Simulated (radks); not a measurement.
Numerical settings for the iron ion Fe3+, [Ar] 3d5. Calculated with a radial shooting solver on a logarithmic mesh with Libxc functionals: non-relativistic Kohn-Sham, r2SCAN, spin-polarised, spherical densities, point nucleus; open shells are filled with parallel spins first; meta-GGA in the generalised Kohn-Sham scheme. The defaults (mesh step 0.008 in ln r, mesh end at 40 bohr or more with all orbitals vanishing there, Anderson mixing 0.5 over 9 steps, residual threshold near 1e-9 with the energy settled to 1e-9 hartree or 1e-11 of itself, here a cap of 89 iterations) give E = -1261.640 hartree and 3d at -45.989 eV in 12 iterations. Run on one thread of a shared host, so times are rough (Arm Neoverse V2): 0.1 s of CPU time, 0.1 s wall, 12 iterations on 2476 mesh points. Changes against that run (0 stands for a change within the tolerance of the run):

[
 {"setting": "mesh step in ln r 0.003", "iterations": "12", "converged": "yes", "E (mhartree)": "0", "e(3d) (meV)": "0", "CPU (s)": "0.26"},
 {"setting": "mesh step in ln r 0.2", "iterations": "2", "converged": "no", "E (mhartree)": "diverged", "e(3d) (meV)": "-", "CPU (s)": "0"},
 {"setting": "mesh step in ln r 0.012", "iterations": "12", "converged": "yes", "E (mhartree)": "0", "e(3d) (meV)": "0", "CPU (s)": "0.07"},
 {"setting": "mesh end (bohr) 1", "iterations": "9", "converged": "level above zero", "E (mhartree)": "+5.27e+04", "e(3d) (meV)": "+1.95e+05", "CPU (s)": "0.06"},
 {"setting": "mesh end (bohr) 12", "iterations": "12", "converged": "yes", "E (mhartree)": "0", "e(3d) (meV)": "0", "CPU (s)": "0.1"},
 {"setting": "residual threshold 0.1", "iterations": "9", "converged": "yes", "E (mhartree)": "0", "e(3d) (meV)": "-0.48", "CPU (s)": "0.09"},
 {"setting": "residual threshold 1e-05", "iterations": "10", "converged": "yes", "E (mhartree)": "0", "e(3d) (meV)": "+0.0767", "CPU (s)": "0.09"},
 {"setting": "mixing 1.5", "iterations": "10", "converged": "yes", "E (mhartree)": "0", "e(3d) (meV)": "+0.00555", "CPU (s)": "0.09"},
 {"setting": "linear mixing, mixing 0.8", "iterations": "26", "converged": "yes", "E (mhartree)": "0", "e(3d) (meV)": "-0.0129", "CPU (s)": "0.2"},
 {"setting": "linear mixing, mixing 0.2", "iterations": "62", "converged": "yes", "E (mhartree)": "0", "e(3d) (meV)": "-0.013", "CPU (s)": "0.41"},
 {"setting": "mixing history 3", "iterations": "12", "converged": "yes", "E (mhartree)": "0", "e(3d) (meV)": "-0.0269", "CPU (s)": "0.1"},
 {"setting": "iteration cap 3", "iterations": "3", "converged": "no", "E (mhartree)": "+14.2", "e(3d) (meV)": "-1.64e+03", "CPU (s)": "0.03"}
]

Settled on a wrong energy, with an occupied level pushed above zero by the early mesh end: mesh end (bohr) 1 (+52.7 hartree). Apart from these: no run marked as converged misses the energy by more than 1 mhartree. A mesh that ends early acts as a hard wall.
